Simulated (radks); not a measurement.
The magnesium ion Mg2+ inside a hard spherical wall (all orbitals vanish at R), configuration held at [Ne] and not refilled when levels cross. All-electron calculation, scalar-relativistic Kohn-Sham, LDA (Slater exchange, VWN5 correlation), spin-polarised, spherical densities, finite nucleus; Fermi nuclear charge, rms radius 3.057 fm. Program: a radial shooting solver on a logarithmic mesh with Libxc functionals. Eigenvalues in eV for spin up, with the zero of energy where the potential of the charges vanishes at infinity; a dash marks a level that is unbound or too diffuse for the functional's potential to be trusted. A positive occupied level is held by the wall or, in an anion where self-interaction has pushed it up, behind a barrier. The pressure on the wall is -dE/dV.

[
 {"R (bohr)": "free", "E (hartree)": "-198.61102", "kinetic (hartree)": "198.631", "e(1s)": "-1274.0", "e(2s)": "-99.468", "e(2p)": "-66.848", "e(3s, empty)": "-17.925", "e(3p, empty)": "-12.603", "pressure (GPa)": "0"},
 {"R (bohr)": "12", "E (hartree)": "-198.61102", "kinetic (hartree)": "198.631", "e(1s)": "-1274.0", "e(2s)": "-99.468", "e(2p)": "-66.848", "e(3s, empty)": "-17.925", "e(3p, empty)": "-12.603", "pressure (GPa)": "< 0.0001"},
 {"R (bohr)": "10", "E (hartree)": "-198.61102", "kinetic (hartree)": "198.631", "e(1s)": "-1274.0", "e(2s)": "-99.468", "e(2p)": "-66.848", "e(3s, empty)": "-17.925", "e(3p, empty)": "-12.601", "pressure (GPa)": "< 0.0001"},
 {"R (bohr)": "8", "E (hartree)": "-198.61102", "kinetic (hartree)": "198.631", "e(1s)": "-1274.0", "e(2s)": "-99.468", "e(2p)": "-66.848", "e(3s, empty)": "-17.921", "e(3p, empty)": "-12.575", "pressure (GPa)": "< 0.0001"},
 {"R (bohr)": "7", "E (hartree)": "-198.61102", "kinetic (hartree)": "198.631", "e(1s)": "-1274.0", "e(2s)": "-99.468", "e(2p)": "-66.848", "e(3s, empty)": "-17.906", "e(3p, empty)": "-12.499", "pressure (GPa)": "< 0.0001"},
 {"R (bohr)": "6", "E (hartree)": "-198.61102", "kinetic (hartree)": "198.631", "e(1s)": "-1274.0", "e(2s)": "-99.468", "e(2p)": "-66.848", "e(3s, empty)": "-17.823", "e(3p, empty)": "-12.239", "pressure (GPa)": "< 0.0001"},
 {"R (bohr)": "5", "E (hartree)": "-198.61102", "kinetic (hartree)": "198.631", "e(1s)": "-1274.0", "e(2s)": "-99.468", "e(2p)": "-66.848", "e(3s, empty)": "-17.429", "e(3p, empty)": "-11.396", "pressure (GPa)": "0.000685"},
 {"R (bohr)": "4", "E (hartree)": "-198.61091", "kinetic (hartree)": "198.633", "e(1s)": "-1274.0", "e(2s)": "-99.463", "e(2p)": "-66.842", "e(3s, empty)": "-15.682", "e(3p, empty)": "-8.642", "pressure (GPa)": "0.0615"},
 {"R (bohr)": "3.5", "E (hartree)": "-198.61025", "kinetic (hartree)": "198.641", "e(1s)": "-1273.9", "e(2s)": "-99.437", "e(2p)": "-66.813", "e(3s, empty)": "-13.174", "e(3p, empty)": "-5.295", "pressure (GPa)": "0.589"},
 {"R (bohr)": "3", "E (hartree)": "-198.60543", "kinetic (hartree)": "198.691", "e(1s)": "-1273.7", "e(2s)": "-99.294", "e(2p)": "-66.650", "e(3s, empty)": "-7.674", "e(3p, empty)": "1.295", "pressure (GPa)": "5.71"},
 {"R (bohr)": "2.5", "E (hartree)": "-198.57172", "kinetic (hartree)": "198.971", "e(1s)": "-1272.6", "e(2s)": "-98.581", "e(2p)": "-65.828", "e(3s, empty)": "5.165", "e(3p, empty)": "15.207", "pressure (GPa)": "57.1"}
]
